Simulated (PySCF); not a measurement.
FS, SMILES F[S], multiplicity 2.

Geometry optimised at PBE0-D3(BJ)/def2-TZVPD.

Computed with PBE0-D3(BJ)/def2-TZVPD in PySCF.

Frequencies are harmonic and unscaled.

```json
[
 {"mode": "1", "ν (cm⁻¹)": "861", "IR (km/mol)": "94.0", "moving atoms (share of kinetic energy)": "F 63 %, S 37 %"}
]
```
